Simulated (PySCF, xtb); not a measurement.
2-bromobuta-1,3-diene (C₄H₅Br), SMILES C=CC(=C)Br.

xtb 6.7.1 with GFN2-xTB at its own geometry gives an orbital gap of 3.41 eV and a dipole moment of 3.31 D.

Geometry: PBE0-D3(BJ)/def2-SVP. Other conformers were not sampled.

### Question
What does PBE/def2-TZVP (PySCF) give? (The exact figures need the calculation; the answer reports its results.)

### Answer
gap 3.79 eV (levels -6.02 and -2.23 eV), dipole 1.42 D.
